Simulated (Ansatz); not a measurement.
Worked example: C3H8BF + CH2I → C3H8B + CH2FI

Species: C3H8BF `CCB(C)F`, singlet; CH2I `[CH2]I`, doublet; C3H8B `C[B]CC`, doublet; CH2FI (fluoroiodomethane) `FCI`, singlet. A radical takes F: the energy is the difference in strength between the B–F bond broken and the C–F bond made.

Shapes, held fixed at every level: PBE0-D4/def2-TZVP. Flexible molecules stand in one conformer, not always the lowest. Programs: Ansatz 0.2.0. The zero-point and thermal change to 298 K, harmonic and unscaled (PBE0-D4/def2-TZVP), is +4.5 kJ/mol.

At CCSD(T)/def2-TZVPP; 1 Eh = 2625.50 kJ/mol:

| species | energy (Eh) |
| --- | --- |
| C3H8BF | -243.517751 |
| CH2I | -336.304731 |
| C3H8B | -143.621302 |
| CH2FI | -436.101620 |

Task: Work out ΔH(298 K) of the reaction at this level.

Result: 
1. Products less reactants: (-143.621302) + (-436.101620) − [(-243.517751) + (-336.304731)] = 0.099560 Eh = +261.4 kJ/mol.
2. With the thermal change: +261.4 + (+4.5) = +265.9 kJ/mol.

Other levels give +257.2 (B3LYP-D4/def2-TZVPP) to +274.4 kJ/mol (HF/def2-TZVPP). No measured value is set beside it here. Open shells run unrestricted unless RO is named. For atoms past krypton def2 sets carry core potentials with scalar relativity. Correlated rows may include outer-core shells of I, which these sets cover unevenly.
